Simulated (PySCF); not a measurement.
**First hyperpolarisability: SMILES C(C(=C=CC#C)C=O)#C, C8H4O**

Molfile (atoms numbered from 1):
```
C8H4O
     RDKit          3D

 13 12  0  0  0  0  0  0  0  0999 V2000
   -3.7266   -0.9341   -0.7752 C   0  0  0  0  0  0  0  0  0  0  0  0
   -2.6738   -0.9655   -0.1751 C   0  0  0  0  0  0  0  0  0  0  0  0
   -1.4526   -1.0257    0.5532 C   0  0  0  0  0  0  0  0  0  0  0  0
   -0.3459   -0.4158    0.1997 C   0  0  0  0  0  0  0  0  0  0  0  0
    0.7626    0.2312   -0.1216 C   0  0  0  0  0  0  0  0  0  0  0  0
    1.7732   -0.3323   -0.9588 C   0  0  0  0  0  0  0  0  0  0  0  0
    2.6625   -0.7596   -1.6639 C   0  0  0  0  0  0  0  0  0  0  0  0
    0.9822    1.6256    0.4106 C   0  0  0  0  0  0  0  0  0  0  0  0
    0.2304    2.1952    1.1493 O   0  0  0  0  0  0  0  0  0  0  0  0
   -4.6574   -0.8986   -1.3113 H   0  0  0  0  0  0  0  0  0  0  0  0
   -1.4365   -1.6262    1.4751 H   0  0  0  0  0  0  0  0  0  0  0  0
    3.4428   -1.1514   -2.2906 H   0  0  0  0  0  0  0  0  0  0  0  0
    1.9315    2.0888    0.0447 H   0  0  0  0  0  0  0  0  0  0  0  0
  1  2  3  0
  2  3  1  0
  3  4  2  0
  4  5  2  0
  5  6  1  0
  6  7  3  0
  5  8  1  0
  8  9  2  0
  1 10  1  0
  3 11  1  0
  7 12  1  0
  8 13  1  0
M  END
```

Method: quadratic response CAM-B3LYP/aug-cc-pVDZ first hyperpolarisability, Taylor convention, gas phase in PySCF. Geometry: PBE0-D3(BJ)/def2-SVP.

Question: What is the first hyperpolarisability, and how does it disperse?

Answer: In 10⁻³⁰ esu, Taylor convention; the vector part is βᵢ = ⅓ Σⱼ (βᵢⱼⱼ + βⱼᵢⱼ + βⱼⱼᵢ); β∥ is 3/5 of the vector part along the dipole, the dipole points from − to +:
| process | λ (nm) | β vector norm | β∥ | β HRS | depolarisation ratio |
| --- | --- | --- | --- | --- | --- |
| static β(0;0,0) | ∞ | 0.76 | -0.40 | 0.43 | 2.62 |
| second harmonic β(−2ω;ω,ω) | 1907 | 0.71 | -0.38 | 0.45 | 2.28 |
| Pockels β(−ω;ω,0) | 1907 | 0.74 | -0.40 | – | – |
| second harmonic β(−2ω;ω,ω) | 1064 | 0.56 | -0.29 | 0.52 | 1.64 |
| Pockels β(−ω;ω,0) | 1064 | 0.71 | -0.38 | – | – |

Question: Which lowest excitations, dipole and polarisabilities go with it?

Answer: S1 3.77 eV (f = 0.000); S2 4.34 eV (f = 0.000); S3 4.97 eV (f = 0.333); dipole 2.42 D; isotropic α 107.6 au static, 108.2 au at 1907 nm, 109.6 au at 1064 nm, 110.1 au at 953.5 nm, 116.5 au at 532 nm.
